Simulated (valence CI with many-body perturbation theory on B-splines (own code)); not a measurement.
Questions on Se19+

Calculated by relativistic CI+MBPT: five valence electrons over a frozen Dirac-Fock core [Ne], radial functions for each j: 9 s, 9 p, 8 d, 6 f, 3 g, 1 h, with the one-electron correlation potential Σ1 (screened to all orders), the two-electron term Σ2, the three-electron term Σ3, Breit, model QED; selected single and double excitations, second order for the rest (own B-spline code, finite nucleus).

No measured spectrum was set against this ion. As an estimate, levels of excited configurations hold to 0.05 to 0.15 % of their energy, terms of the ground configuration to about 0.5 %. Among the levels kept, up to 450 cm⁻¹ of a level comes from second order outside the variational space, and about a tenth of that is noise between levels of different J, which matters for small intervals.

Names give the largest LS component (configuration and term), which can be under half, so a name can repeat, a term be missing and a line seem to break the LS rules; names also repeat where a configuration has a term twice.

Rates and lifetimes use the calculated energies. Strong lines usually hold to 10 to 20 %, long lifetimes can be off by a factor of two.

What is the ground level?

3s2.3p3 4S°_3/2, composition 76 % 3s2.3p3 4S° + 16 % 3s2.3p3 2P° + 6 % 3s2.3p3 2D°, g = 1.821.

Among levels below 134.81 eV, which E1 lines absorb most strongly from the ground level?

to 3s2.3p2.3d 4P_5/2 at 12.33 nm, f = 0.418; to 3s2.3p2.3d 4P_3/2 at 12.16 nm, f = 0.259; to 3s2.3p2.3d 4P_1/2 at 12.08 nm, f = 0.151.

Name the longest-lived excited levels whose lifetime is computed, and their main decay.

3s2.3p3 2D°_5/2 at 10.95 eV lives 1.92 ms, mostly by M1 to 3s2.3p3 4S°_3/2; 3s2.3p3 2D°_3/2 at 8.08 eV lives 305 μs, mostly by M1 to 3s2.3p3 4S°_3/2; 3s2.3p2.3d 2G_9/2 at 101.83 eV lives 150 μs, mostly by M1 to 3s2.3p2.3d 4F_9/2. The lifetime of 3s2.3p2.3d 4F_9/2 is too uncertain to give, and may be longer.

Where does the other parity begin?

At 3s.3p4 4P_5/2, 56.81 eV.

How well does LS coupling describe the low levels?

Among the lowest 20 levels the leading LS term, summed over configurations, holds 77 % on average. For single configurations the figures are 69 % in LS and 60 % in jj coupling. Terms mix most in the J = 1/2 level at 87.28 eV, where the leading one holds 41 %.
